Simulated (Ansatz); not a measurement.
System: CH$_{5}$OSi, net charge 0, doublet state. It need not be the lowest isomer of its formula. 
Geometry from a B3LYP-D3(BJ)/def2-TZVP (Ansatz, a first-principles code) optimisation:
```xyz
8

C     -1.4793    -0.1418    -0.1958
Si     0.3716    -0.4059     0.0448
O      0.9520     1.1444     0.1365
H     -1.9472    -1.1269    -0.2671
H     -1.6752     0.4127    -1.1125
H     -1.9068     0.3952     0.6498
H      0.9510    -1.1397    -1.1069
H      0.6357    -1.1636     1.2925
```
Charge 0, spin multiplicity 2.

Basis-set convergence of Hartree-Fock and CCSD correlation energies (hartree) with Ansatz. Cores are frozen in the correlated levels unless marked. UHF or UKS for open shells. Spin-orbit coupling is left out. No relativistic terms.

```
basis       functions       E(HF)  E(corr, CCSD)
----------  ---------  ----------  -------------
def2-SVP           71  -404.38150       -0.43171
def2-TZVPP        174  -404.63204       -0.53415
def2-QZVPP        334  -404.64689       -0.56646
```

Extrapolating the two largest sets (X = 3 and 4) as X^-3: E(corr) = (64·(-0.56646) - 27·(-0.53415))/37 = -0.5900 Eh, an estimate of the basis-set limit. The largest set recovers 96.0 % of it, the smallest 73.2 %.
